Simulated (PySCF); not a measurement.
Molecule: SMILES c1csc([SiH2]c2ccsc2)c1, singlet. Atoms near the plane z = 0.0 Å, at the GFN2-xTB optimised geometry (x, y, z in Å): C1 (1.0, -2.3, 0.0), C2 (2.4, -2.3, 0.0), S3 (3.0, -0.7, 0.0), C4 (1.4, 0.0, 0.0), Si5 (1.2, 1.9, 0.0), C6 (-0.6, 2.2, -0.3), S9 (-3.0, 3.2, -0.2), C10 (-1.4, 3.0, 0.4), C11 (0.5, -1.0, 0.0), H12 (0.4, -3.2, 0.0), H13 (3.0, -3.1, 0.0), H15 (2.0, 2.5, -1.0), H19 (-0.6, -0.7, 0.0).

Level of theory: PBE0/def2-SVP in PySCF 2.14.0. Cells within 0.4 Å of a nucleus heavier than hydrogen are left out (blank, or x). The values are rescaled to run from 0 to 1.

```
|5555555555555555555555555555555|
|5555555555555555555555555555555|
|5555555555555555555555555555555|
|5555555555555555555555555555555|
|5555554455555555555555555555555|
|5555545945555555555555555555555|
|555553xx93444555555555555555555|
|555553xx93442455555555555555555|
|5555544545542245457655555555555|
|5555555555553x6449x965555555555|
|555555555555544449xx95555555555|
|5555555555555555599955555555555|
|5555555555555555555445555555555|
|5555555555555555554345555555555|
|5555555555555555554x45555555555|
|555555555555555555xx54454555555|
|5555555555555545531x339x9355555|
|5555555555555001xx45549xx455555|
|5555555555555433xx5555699455555|
|5555555555555555325655335555555|
|5555555555555555415555245555555|
|55555555555555555xx11xx45555555|
|55555555555555554xx33xx35555555|
|5555555555555555125555304555555|
|5555555555555555045555534555555|
|5555555555555555555555555555555|
|5555555555555555555555555555555|
|5555555555555555555555555555555|
|5555555555555555555555555555555|
|5555555555555555555555555555555|
|5555555555555555555555555555555|
```
Scale: ten equal steps from 0.000 (start of '0') to 1.00 (end of '9'), in the order '0123456789'; x runs from -5.50 to 5.50, y from -5.50 (bottom) to 5.50 (top).

Problem. Which quantity is mapped?
A. log10 of the electron density
B. electron localisation function
C. Laplacian of the electron density
D. an orbital amplitude

Solution. C, Laplacian of the electron density. In full: Laplacian of the electron density (e/bohr⁵), clipped to [-1.50, 1.50].
